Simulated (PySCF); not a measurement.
Isomers of C5H6F2O, mass 120.039 u with the commonest isotopes. Method: PBE0-D3(BJ)/def2-SVP geometry optimisation, gas phase (PySCF). One conformer each, none proved a minimum here; rigid rotors.

Question: Order these by rotational constant B, smallest first.
A. `[F:1][CH2:2][C:3]1=[C:4]([CH2:5][F:6])[O:7][CH2:8]1` with F1–C2–C3–C4 -108°, C3–C4–C5–F6 0°
B. `[F:1][CH2:2][C:3]1=[CH:4][CH2:5][O:6][C@H:7]1[F:8]` with F1–C2–C3–C4 3°
C. `[CH3:1][C@@H:2]1[CH2:3][C@@:4]1([F:5])[C:6](=[O:7])[F:8]` with C3–C4–C6–O7 -146°
D. `[CH2:1]=[CH:2]/[CH:3]=[CH:4]\[O:5][CH:6]([F:7])[F:8]` with C1–C2–C3–C4 179°, C3–C4–O5–C6 165°, C4–O5–C6–F7 166°

Answer: D (861.3 MHz), B (1575 MHz), C (1629 MHz), A (1706 MHz).

Question: Order these by radius of gyration √(Σ m r²/M), smallest first.
A. `[CH2:1]=[CH:2]/[CH:3]=[CH:4]\[O:5][CH:6]([F:7])[F:8]` with C1–C2–C3–C4 179°, C3–C4–O5–C6 165°, C4–O5–C6–F7 166°
B. `[F:1][CH2:2][C:3]1=[C:4]([CH2:5][F:6])[O:7][CH2:8]1` with F1–C2–C3–C4 -108°, C3–C4–C5–F6 0°
C. `[F:1][CH2:2][C:3]1=[CH:4][CH2:5][O:6][C@H:7]1[F:8]` with F1–C2–C3–C4 3°
D. `[CH3:1][C@@H:2]1[CH2:3][C@@:4]1([F:5])[C:6](=[O:7])[F:8]` with C3–C4–C6–O7 -146°

Answer: D (1.865 Å), C (1.933 Å), B (2.013 Å), A (2.324 Å).

Question: Order these by dipole moment, largest first.
A. `[F:1][CH2:2][C:3]1=[CH:4][CH2:5][O:6][C@H:7]1[F:8]` with F1–C2–C3–C4 3°
B. `[CH2:1]=[CH:2]/[CH:3]=[CH:4]\[O:5][CH:6]([F:7])[F:8]` with C1–C2–C3–C4 179°, C3–C4–O5–C6 165°, C4–O5–C6–F7 166°
C. `[CH3:1][C@@H:2]1[CH2:3][C@@:4]1([F:5])[C:6](=[O:7])[F:8]` with C3–C4–C6–O7 -146°
D. `[F:1][CH2:2][C:3]1=[C:4]([CH2:5][F:6])[O:7][CH2:8]1` with F1–C2–C3–C4 -108°, C3–C4–C5–F6 0°

Answer: C (3.58 D), B (2.17 D), D (1.87 D), A (1.39 D).

| SMILES | point group | Ia (u·Å²) | Ib (u·Å²) | Ic (u·Å²) | κ | μa (D) | μb (D) | μc (D) |
| --- | --- | --- | --- | --- | --- | --- | --- | --- |
| FCC1=C(CF)OC1 | C1 | 206.66 | 296.23 | 470.01 | -0.08 | 0.99 | 1.17 | 1.08 |
| FCC1=CCO[C@H]1F | C1 | 145.35 | 320.84 | 430.91 | -0.65 | 0.53 | 1.02 | 0.79 |
| C[C@@H]1C[C@@]1(F)C(=O)F | C1 | 147.62 | 310.16 | 377.16 | -0.72 | 2.99 | 1.90 | 0.53 |
| C=C/C=C\OC(F)F | C1 | 92.00 | 586.79 | 618.19 | -0.98 | 0.39 | 1.54 | 1.48 |
